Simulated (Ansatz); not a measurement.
Geometry optimisation, RKS CAM-B3LYP-D4/def2-mTZVP (Ansatz 0.2.0).

Input file:

```yaml
crystal:
  periodic: [false, false, false]
  atoms:
    - { symbol: Zn, position_ang: [-0.354313, -0.741533, -0.07039] }
    - { symbol: H, position_ang: [-0.984717, -1.317925, -1.349365] }
    - { symbol: C, position_ang: [0.445481, 0.001668, 1.52418] }
    - { symbol: H, position_ang: [-0.69365, 0.128371, -2.578245] }
    - { symbol: Br, position_ang: [-0.241754, 1.451226, -3.072603] }
    - { symbol: H, position_ang: [-0.239704, 0.687758, 2.02292] }
    - { symbol: H, position_ang: [1.349091, 0.56093, 1.280253] }
    - { symbol: H, position_ang: [0.719565, -0.770694, 2.24305] }
basis:
  gaussian: { orbitals: def2-mTZVP }
hamiltonian:
  xc: cam_b3lyp
  dispersion: d4
relax:
  f_tol: 0.03
  max_steps: 50
output:
  orbitals: {}
```

Run as:

```bash
$ ansatz run input.yaml --threads 4 --pin off --max-ram 5120MiB --backend cpu --events-out ev --progress --plain --runs-dir out
```

**Question.** Where does it end, and by what steps?

**Answer.** The run converged. The force dipped under the threshold on the way, but the program's further checks kept it going. After 14 steps the energy has fallen by 0.044 eV; Br5 moved furthest, 1.16 Å.

```csv
step,energy less start (eV),largest force component (eV/Å),accepted
0,0.0000,0.729,yes
1,-0.0212,0.195,yes
2,-0.0233,0.030,yes
3,-0.0241,0.027,yes
4,-0.0272,0.222,yes
5,-0.0293,0.274,yes
6,-0.0359,0.018,yes
7,-0.0385,0.144,yes
8,-0.0338,0.451,no
9,-0.0379,0.199,no
10,-0.0407,0.043,yes
11,-0.0419,0.066,yes
12,-0.0422,0.197,yes
13,-0.0432,0.089,yes
14,-0.0439,0.006,yes
```

```xyz
8
Properties=species:S:1:pos:R:3
Zn -0.187 -0.442 0.026
H -0.727 -0.726 -1.401
C 0.484 -0.094 1.808
H -0.724 0.255 -2.877
Br -0.710 1.071 -4.069
H -0.210 0.526 2.377
H 1.441 0.429 1.772
H 0.634 -1.020 2.364
```

Time of the run: 51 s on 4 threads of Arm Neoverse N1, on a shared host, peak memory 0.3 GiB.
